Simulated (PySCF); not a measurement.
An unknown shows these calculated signals:

¹H NMR (400 MHz, computed): δ 7.40 (d, 2H), 6.98 (d, 2H), 4.56 (s, 3H), 2.38 (s, 3H).

¹³C{¹H} NMR (computed): δ 161.4 (C), 139.1 (CH), 135.6 (C), 122.5 (CH), 20.1 (CH3).

- geometry from PBE0-D3(BJ)/def2-SVP
- σ from GIAO-HF/pcSseg-1
- run in PySCF
- one averaged value for each set of equivalent atoms, single conformer, no relativistic terms, isolated molecule

Referencing at the same level of theory: ¹H (σ = 31.69 ppm) and ¹³C (σ = 190.85 ppm) vs TMS.

Problem. Which of these does the molecule contain: a CH3CH2 unit, a Si–CH3 group, a Si–H bond, a benzene ring, an NH or NH2 group?

Solution. 
- A CH3CH2 unit: no.
- A Si–CH3 group: no.
- A Si–H bond: yes (δH 4.56 (s)).
- A benzene ring: yes.
- An NH or NH2 group: no.

The data belong to SMILES Cc1ccc(O[SiH3])cc1, C$_{7}$H$_{10}$OSi; they needn't prove each group on their own.

Carbon signals by region: 1 in the far downfield region (above 160 ppm), 3 in the sp2 and nitrile region (100–160 ppm), 1 below 50 ppm. Above 160 ppm: 161.4, aromatic carbon bearing oxygen.

Shifts are as computed. Against solution values, carbons near 30 ppm lie about -0 ppm off and those near 130 ppm about +7 ppm. Of 1211 compounds with measured shifts, 218 miss one by over three times the rms of a fit or turn the order of signals round; such compounds aren't used in these exercises. Multiplicities follow the n + 1 count of equivalent neighbours, as no J values were calculated; m marks all less simple cases, F and P coupling included.
